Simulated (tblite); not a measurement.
Species: C₄H₁₀B₂NP.
Bonds: C1–C2 (triple), C2–B3, B3–P4, B3–C5, C5–N6, N6–B7, B7–C8. Hydrogens: H9 on C1; H10, H11 on P4; H12, H13 on C5; H14 on N6; H15 on B7; H16, H17, H18 on C8.

Computed with GFN2-xTB (tblite), gas phase: L-BFGS steps from a force-field or distance-geometry start until the largest atomic force falls under 0.01 eV/Å.

Step 48: E = -585.0458 eV
```
atom  x, y, z in Å  |  force x, y, z in eV/Å
C1     -1.6362    2.8206   -0.5384   -0.006  -0.012  -0.031
C2     -1.6782    1.6427   -0.2805   -0.058  -0.004  -0.032
B3     -1.8255    0.1691   -0.0477    0.111   0.010   0.028
P4     -3.5776   -0.5459    0.0586    0.013  -0.107  -0.046
C5     -0.5979   -0.8348   -0.1070    0.027  -0.040   0.016
N6      0.7494   -0.3124   -0.2766    0.009   0.056  -0.080
B7      1.8916   -0.7261    0.3782    0.003  -0.017  -0.020
C8      3.3273   -0.1912   -0.0411   -0.011   0.006   0.025
H9     -1.6017    3.8421   -0.7828    0.047   0.047   0.047
H10    -3.3153   -1.7133    0.7664    0.003   0.127   0.010
H11    -4.0582    0.1677    1.1416    0.047   0.001  -0.008
H12    -0.8019   -1.5420   -0.9345   -0.038   0.002   0.084
H13    -0.5900   -1.4496    0.8010    0.029  -0.042  -0.048
H14     0.8116    0.3849   -1.0067   -0.079  -0.035   0.002
H15     1.7819   -1.5098    1.2464   -0.006  -0.037   0.026
H16     3.7282    0.4815    0.7161   -0.010   0.009   0.000
H17     4.0340   -1.0177   -0.1130   -0.018   0.030  -0.009
H18     3.3496    0.3405   -0.9914   -0.062   0.005   0.037
```

Step 49: E = -585.0485 eV
```
atom  x, y, z in Å  |  force x, y, z in eV/Å
C1     -1.6233    2.8124   -0.5342   -0.009  -0.035  -0.022
C2     -1.6728    1.6348   -0.2738   -0.048   0.024  -0.053
B3     -1.8247    0.1611   -0.0440    0.048  -0.001   0.047
P4     -3.5822   -0.5499    0.0572    0.085  -0.104  -0.055
C5     -0.5986   -0.8454   -0.1056    0.027  -0.001   0.009
N6      0.7460   -0.3142   -0.2745    0.011   0.026  -0.072
B7      1.8925   -0.7218    0.3766   -0.007  -0.023  -0.001
C8      3.3267   -0.1818   -0.0430   -0.015   0.000   0.023
H9     -1.5833    3.8342   -0.7785    0.045   0.029   0.052
H10    -3.3185   -1.7029    0.7891   -0.028   0.144   0.012
H11    -4.0798    0.1882    1.1166    0.065  -0.020  -0.001
H12    -0.8022   -1.5441   -0.9391   -0.038  -0.010   0.055
H13    -0.5870   -1.4716    0.7938    0.028  -0.023  -0.026
H14     0.7998    0.3840   -1.0037   -0.064  -0.019  -0.012
H15     1.7871   -1.5062    1.2453   -0.001  -0.033   0.017
H16     3.7311    0.4849    0.7178   -0.022   0.016  -0.012
H17     4.0321   -1.0086   -0.1199   -0.012   0.020  -0.014
H18     3.3481    0.3533   -0.9917   -0.064   0.009   0.053
```

Step 50: E = -585.0515 eV
```
atom  x, y, z in Å  |  force x, y, z in eV/Å
C1     -1.6125    2.8047   -0.5313   -0.010  -0.016  -0.015
C2     -1.6701    1.6278   -0.2697   -0.029   0.020  -0.062
B3     -1.8236    0.1542   -0.0409   -0.021  -0.014   0.047
P4     -3.5866   -0.5547    0.0540    0.165  -0.078  -0.105
C5     -0.5991   -0.8540   -0.1033    0.027   0.040   0.000
N6      0.7424   -0.3150   -0.2745    0.012  -0.025  -0.042
B7      1.8924   -0.7181    0.3735   -0.016  -0.024   0.020
C8      3.3256   -0.1737   -0.0438   -0.023  -0.013   0.019
H9     -1.5673    3.8277   -0.7718    0.041   0.010   0.050
H10    -3.3175   -1.6871    0.8100   -0.046   0.090   0.038
H11    -4.0922    0.2020    1.0936    0.051   0.001   0.039
H12    -0.8036   -1.5470   -0.9394   -0.041  -0.026   0.006
H13    -0.5833   -1.4903    0.7879    0.029  -0.005   0.013
H14     0.7869    0.3828   -1.0034   -0.043   0.010  -0.034
H15     1.7898   -1.5040    1.2426    0.004  -0.022   0.002
H16     3.7326    0.4876    0.7204   -0.030   0.024  -0.013
H17     4.0293   -1.0009   -0.1248    0.001   0.006  -0.016
H18     3.3480    0.3644   -0.9905   -0.069   0.020   0.053
```

Step 51: E = -585.0544 eV
```
atom  x, y, z in Å  |  force x, y, z in eV/Å
C1     -1.5957    2.7912   -0.5260   -0.012  -0.009  -0.002
C2     -1.6684    1.6151   -0.2641   -0.006   0.043  -0.068
B3     -1.8248    0.1418   -0.0343   -0.044  -0.008   0.022
P4     -3.5907   -0.5634    0.0486    0.154  -0.024  -0.008
C5     -0.5984   -0.8644   -0.1034    0.025   0.051  -0.001
N6      0.7392   -0.3155   -0.2778    0.012  -0.060  -0.011
B7      1.8924   -0.7122    0.3692   -0.027  -0.021   0.033
C8      3.3247   -0.1624   -0.0444   -0.028  -0.016   0.014
H9     -1.5389    3.8156   -0.7611    0.033  -0.017   0.048
H10    -3.3298   -1.6669    0.8473   -0.054   0.056   0.030
H11    -4.1159    0.2237    1.0619    0.085  -0.038  -0.033
H12    -0.8031   -1.5518   -0.9430   -0.046  -0.028  -0.031
H13    -0.5757   -1.5120    0.7788    0.030   0.016   0.043
H14     0.7738    0.3834   -1.0057   -0.026   0.020  -0.041
H15     1.7933   -1.4999    1.2382    0.005  -0.012  -0.013
H16     3.7344    0.4924    0.7239   -0.038   0.022  -0.010
H17     4.0265   -0.9902   -0.1326    0.012  -0.003  -0.014
H18     3.3483    0.3818   -0.9871   -0.077   0.029   0.044
```

**Question.** Estimate the geometry and energy of step 52. (The exact step hangs on the optimiser's Hessian estimate; all steps are aligned on step 51, rigid shifts and turns removed.)

**Answer.** E = -585.0572 eV, largest force 0.162 eV/Å
```
atom  x, y, z in Å  |  force x, y, z in eV/Å
C1     -1.5906    2.7848   -0.5258   -0.004   0.047   0.005
C2     -1.6724    1.6091   -0.2671    0.018  -0.001  -0.046
B3     -1.8256    0.1365   -0.0309   -0.033   0.001  -0.026
P4     -3.5902   -0.5696    0.0445    0.148   0.025  -0.061
C5     -0.5970   -0.8663   -0.1015    0.005   0.038  -0.011
N6      0.7382   -0.3149   -0.2835    0.000  -0.073   0.008
B7      1.8907   -0.7110    0.3651   -0.026  -0.005   0.041
C8      3.3230   -0.1581   -0.0421   -0.030  -0.023   0.004
H9     -1.5251    3.8112   -0.7498    0.023  -0.021   0.031
H10    -3.3319   -1.6490    0.8650   -0.031  -0.078   0.080
H11    -4.1140    0.2270    1.0459    0.036   0.025   0.001
H12    -0.8053   -1.5548   -0.9383   -0.049  -0.029  -0.074
H13    -0.5678   -1.5188    0.7757    0.027   0.026   0.086
H14     0.7646    0.3831   -1.0128    0.002   0.018  -0.026
H15     1.7909   -1.5003    1.2333    0.002  -0.003  -0.022
H16     3.7328    0.4945    0.7272   -0.039   0.018   0.006
H17     4.0237   -0.9859   -0.1344    0.029  -0.012  -0.007
H18     3.3471    0.3888   -0.9821   -0.077   0.046   0.012
```

The energy changes by -0.0027 eV. The first-order estimate −F·Δx gives -0.0047 eV and the mean of the old and new forces, exact on a quadratic surface, -0.0028 eV. The step makes an angle of 69° with the force vector and moves no atom by more than 0.025 Å.

What follows is the cost of the whole relaxation. Time: 0.95 s of wall time. Hardware: an Arm Neoverse V1 with one thread, no GPU, shared host.
